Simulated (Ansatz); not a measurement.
Several settings on one geometry of the cluster VO3 (the lowest doublet isomer of a short search) (that of the charge 0 doublet, PBE0-D4/def2-TZVP). Ansatz on 4 threads of Arm Neoverse V2 on a shared host; times are rough.

```csv
atom,x (Å),y (Å),z (Å)
V1,-0.4084,-0.2329,0.4280
O2,1.1799,-0.4919,-0.3531
O3,-1.8034,-0.0811,-0.2874
O4,1.0319,0.8058,0.2125
```

Totals from different functionals, basis sets or treatments of relativity can't be compared as stabilities.

Correlated methods freeze 8 core orbitals; core or outer-core shells of V are correlated, in sets that lack core-valence functions.

Task: Give the basis size and estimate the energy, ⟨S²⟩, dipole and time of these runs.

| run | method | charge | state | further keys |
| --- | --- | --- | --- | --- |
| 1 | UKS B2PLYP/def2-SVP | 0 | doublet | scf: {lower_state_search: full}; forces asked |
| 2 | UKS r2SCAN0/def2-mTZVPP | 0 | doublet | scf: {omitted_lower_state_checks: [starts]}; forces asked |
| 3 | UKS PBEsol-D4/cc-pVTZ | 0 | doublet | final_grid: {core_spheres: 5, valence_spheres: 4, degree: 11}; scf: {omitted_lower_state_checks: [starts]}; forces asked |

Result: 
```csv
run,functions,energy (Eh),⟨S²⟩,dipole (D),wall time
1,73,-1168.9402,0.80,4.44,13 s
2,105,-1169.4965,0.78,4.63,9.5 s
3,158,-1167.6174,0.77,3.72,1.9 s
```
